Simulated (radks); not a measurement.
The europium ion Eu2+ inside a hard spherical wall (all orbitals vanish at R), configuration held at [Xe] 4f7 and not refilled when levels cross. Method: scalar-relativistic Kohn-Sham, r2SCAN, spin-polarised, spherical densities, finite nucleus; open shells are filled with parallel spins first (spin-orbit coupling, left out, can overturn this in heavy ions); meta-GGA in the generalised Kohn-Sham scheme; Fermi nuclear charge, rms radius 5.1115 fm; computed with a radial shooting solver on a logarithmic mesh with Libxc functionals. Eigenvalues in eV for spin up, with the zero of energy where the potential of the charges vanishes at infinity; a dash marks a level that is unbound or too diffuse for the functional's potential to be trusted. A positive occupied level is held by the wall or, in an anion where self-interaction has pushed it up, behind a barrier. The pressure on the wall is -dE/dV.

R (bohr),E (hartree),kinetic (hartree),e(4d),e(5s),e(5p),e(4f),"e(5d, empty)","e(6s, empty)",pressure (GPa)
free,-10844.2279,11616.905,-152.76,-60.720,-38.879,-17.736,-13.488,-13.200,0
12,-10844.2279,11616.905,-152.76,-60.720,-38.879,-17.736,-13.488,-13.200,< 0.0001
10,-10844.2279,11616.905,-152.76,-60.720,-38.879,-17.736,-13.488,-13.197,< 0.0001
8,-10844.2279,11616.905,-152.76,-60.720,-38.879,-17.735,-13.481,-13.144,0.000411
6,-10844.2275,11616.909,-152.73,-60.700,-38.861,-17.710,-13.344,-12.439,0.0574
5,-10844.2238,11616.949,-152.57,-60.591,-38.758,-17.566,-12.883,-10.565,0.927
4,-10844.1788,11617.349,-151.57,-59.859,-38.008,-16.618,-10.884,-3.889,18.2
2.5,-10841.9172,11629.911,-135.15,-46.376,-21.857,-0.839,15.231,66.034,2280
1.5,-10805.2215,11767.865,-54.178,79.117,125.62,86.327,197.67,477.86,130000
